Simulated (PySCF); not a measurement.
Isomers of C5H3FO2, one conformer each. Theory: core-valence-separated Tamm–Dancoff BHandHLYP/aug-pcX-1 (pcseg-1 on H) in PySCF, non-relativistic, gas phase, PBE0-D3(BJ)/def2-SVP geometry. No empirical shift is added; at this level the pattern usually sits a few eV under experiment.

P. `O=c1cc(F)cco1`
Q. `O=C1C=CC(=O)C1F`

Main lines, eV (oscillator strength):
1. C K: 282.9 (0.039), 283.3 (0.036), 283.9 (0.070), 284.7 (0.073), 285.3 (0.021); O K: 529.3 (0.041), 532.1 (0.026), 534.7 (0.006); F K: 685.4 (0.010), 686.8 (0.026), 688.0 (0.012), 688.8 (0.004), 689.3 (0.006)
2. C K: 281.9 (0.108), 283.4 (0.139), 285.8 (0.016), 286.3 (0.024), 287.0 (0.017); O K: 528.1 (0.099); F K: 684.6 (0.024), 687.3 (0.010), 688.4 (0.003), 688.5 (0.004)
Listed: the first five lines at most of each edge with a tenth or more of its strongest line's intensity; roots within 0.03 eV on the same or equivalent atoms are summed. Only the lowest roots were sought, and the top ones are left out.

Problem. Which spectrum belongs to which isomer?

Solution. 1 = P, 2 = Q.
- P: first C line listed at 282.9 eV, hole on the unsaturated ring CH carbon (1s→π*); first O line listed at 529.3 eV, hole on the carbonyl oxygen (1s→π*); first F line listed at 685.4 eV, hole on the fluorine bonded to C.
- Q: first C line listed at 281.9 eV, hole on the alkene CH carbon; first O line listed at 528.1 eV, hole on the ketone oxygen; first F line listed at 684.6 eV, hole on the alkyl fluorine.

Problem. What are the ground-state energies of the isomers at BHandHLYP/aug-pcX-1 (pcseg-1 on H), relative to the lowest?

Solution. P 0.0, Q 60.0 kJ/mol (electronic energies on these geometries, no dispersion or zero-point terms).
